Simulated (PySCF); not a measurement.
```xyz
4
charge 0 multiplicity 1, angstrom
P     0.0000    0.0000   -0.9691
I     2.2753    0.0000    0.0789
I    -1.1376    1.9705    0.0789
I    -1.1377   -1.9705    0.0789
```

Computed with PySCF, PBE, basis P def2-SVP, I def2-SVP with ECP28 (scalar-relativistic core potentials, no spin–orbit coupling, density fitting).

This geometry of PI3 is a stationary point at this level.

**Question.** What is the point group?

**Answer.** C3v.

**Question.** Is it a minimum?

**Answer.** Yes: all harmonic wavenumbers are real.

**Question.** Which band is strongest in the infrared?

**Answer.** 310 cm⁻¹ (e), 174 km/mol.

**Question.** What are the dipole moment and the gap between the highest occupied and lowest empty levels?

**Answer.** 0.00 D and 2.48 eV.

**Question.** What is the atomisation energy, with and without zero-point energy?

**Answer.** 695 kJ/mol without, 689 kJ/mol with.
